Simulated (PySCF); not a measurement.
PySCF was given this input:
```python
from pyscf import gto, scf, dft

mol = gto.M(
    atom='''
Sb    0.08892251   -0.56492957    0.01724131
I    -2.85572956   -1.29351936    0.06781515
I    -0.34524624    2.19336829   -0.06694029
I     3.11540886   -0.35623746   -0.01746556
''',
    basis='def2-svp',
    ecp={'I': 'def2-svp', 'Sb': 'def2-svp'},
    charge=-1,
    spin=1,
    verbose=4,
)

mf = dft.UKS(mol)
mf.xc = 'revpbe'
mf.kernel()
```

Question: What does this run give for the nuclear repulsion energy, Mulliken (on the basis functions themselves) charges in atom order?

Answer: 
| Property | Value |
|---|---|
| nuclear repulsion energy | 518.0983 Eh |
| Mulliken (on the basis functions themselves) charges in atom order | Sb1 0.31, I2 -0.51, I3 -0.29, I4 -0.51 |

These values belong to the state on which the SCF converged, which isn't shown to be the lowest.

Question: Roughly what does it cost on one core?

Answer: about 22 core-seconds (a rough figure).
